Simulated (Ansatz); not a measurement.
# A ladder of methods for CH2GeN (SMILES N#[C][GeH2])

CH2GeN: 5 atoms, total charge 0, spin state doublet. As SMILES, `N#[C][GeH2]`. The shape was relaxed beforehand at wB97X-V/def2-SVP.

```xyz
5

N     1.5942   -1.0322    1.3038
C     0.8451   -0.5393    0.5671
Ge   -0.3174    0.2432   -0.7497
H    -1.6617   -0.4928   -0.6945
H    -0.4101    1.7478   -0.4680
```

Quantity: the dissociation energy of the Ge3–C2 bond into singlet GeH2 and doublet CN (shapes relaxed at wB97X-V/def2-SVP, no zero-point term), in eV. The values are calculated.

| level | kind | program | value (eV) | CPU time (all runs) |
| --- | --- | --- | --- | --- |
| UHF/def2-TZVPP | Hartree–Fock | Ansatz | 3.52 | 21 s |
| UPBE/def2-TZVPP | GGA | Ansatz | 3.83 | 9 s |
| U-r2SCAN/def2-TZVPP | meta-GGA | Ansatz | 4.03 | 22 s |
| UB3LYP/def2-TZVPP | global hybrid | Ansatz | 3.76 | 13 s |
| U-wB97M-V/def2-TZVPP | range-separated hybrid | Ansatz | 4.05 | 47 s |
| UMP2/def2-TZVPP | perturbation theory | Ansatz | 4.94 | 15 s |
| UCCSD(T)/def2-TZVPP | coupled cluster or CI | Ansatz | 3.89 | 4.5 min |

All-electron rows without a relativistic Hamiltonian named are non-relativistic. The values span 3.52 to 4.94 eV. Spin contamination of the reference (⟨S²⟩ at least 0.1 too high) touches UHF/def2-TZVPP, UMP2/def2-TZVPP, UCCSD(T)/def2-TZVPP. Hartree–Fock misses the correlation of the electron pair that is broken and comes out low. A fragment with an even electron count was run as a singlet and may have a lower triplet. Measured bond enthalpies also hold zero-point and thermal terms, a few tenths of an eV less. The coupled-cluster rows rest on a doubtful reference here (large T1 or Brueckner and Hartree–Fock orbitals at odds), and rows may lie in different states. In the correlated wave-function rows the outer d shell of Ge is correlated, in sets not made for it. Times are those of the runs behind each value, whatever else they computed, on shared processors of several kinds: orders of magnitude only.
